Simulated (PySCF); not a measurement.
C₃H₉NSi₂, SMILES CC1=N[C@H]([SiH2]1)[SiH3].

Coordinates come from a r2SCAN-D4/def2-SVP optimisation. The structure was generated by enumeration; whether it is a known compound was not checked.

Calculation: r2SCAN-D4/def2-SVP in PySCF 2.14.0.

Frequencies are harmonic and unscaled.

```tsv
mode	ν (cm⁻¹)	IR (km/mol)	moving atoms (share of kinetic energy)
1	82	2.5	H 29 %, C 29 %, Si 25 %, N 18 %
2	141	0.7	H 48 %, Si 30 %, C 14 %
3	156	0.2	H 79 %, Si 12 %
4	162	0.0	H 86 %, Si 10 %
5	255	5.7	H 54 %, C 26 %, N 16 %
6	289	4.7	C 32 %, H 30 %, Si 23 %, N 15 %
7	314	10.5	C 33 %, H 30 %, N 24 %, Si 13 %
8	486	12.8	H 40 %, Si 29 %, C 23 %, N 8 %
9	505	3.0	Si 44 %, C 25 %, H 24 %
10	542	4.9	H 79 %, Si 10 %, C 9 %
11	579	4.6	C 39 %, H 34 %, Si 21 %
12	632	11.5	H 71 %, C 21 %
13	665	50.9	H 62 %, C 15 %, N 15 %, Si 9 %
14	739	51.8	H 69 %, C 19 %, Si 11 %
15	772	74.9	H 50 %, C 30 %, Si 14 %
16	823	6.6	H 41 %, C 38 %, N 12 %, Si 9 %
17	908	248.0	H 70 %, C 13 %, Si 11 %
18	921	54.2	H 56 %, C 24 %, N 17 %
19	939	27.1	H 96 %
20	942	108.2	H 90 %
21	948	31.6	H 95 %
22	1005	2.3	H 63 %, C 36 %
23	1017	3.2	H 42 %, C 34 %, N 23 %
24	1040	48.2	H 58 %, C 38 %
25	1177	3.3	H 77 %, C 20 %
26	1239	7.2	C 62 %, H 31 %
27	1373	10.4	H 63 %, C 35 %
28	1433	18.4	H 94 %
29	1437	13.0	H 96 %
30	1624	38.0	C 60 %, N 37 %
31	2187	122.6	H 97 %
32	2204	108.5	H 96 %
33	2213	111.2	H 98 %
34	2221	104.4	H 96 %
35	2229	112.3	H 96 %
36	3024	13.7	H 97 %
37	3052	6.4	H 92 %
38	3112	5.0	H 91 %, C 9 %
39	3144	5.8	H 90 %, C 10 %
```
